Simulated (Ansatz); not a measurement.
Question: Name a neutral molecule of Al, Br, N, Si and H with HOMO–LUMO gap (B3LYP/def2-TZVPP) between 4.65 and 4.95 eV and HOMO–LUMO gap (PBE/def2-TZVPP) between 3.40 and 3.70 eV (Ansatz, PBE0-D4/def2-TZVP geometry).

Answer: `[Br][Al]1[NH][SiH2]1` (4.86 eV, 3.46 eV); `Br[SiH]1[NH][AlH]1` (4.94 eV, 3.54 eV). Other molecules can fit too; these were computed, each in one conformer that needn't be the lowest.

B3LYP here is the variant with VWN-RPA as its local correlation; programs differ in this.
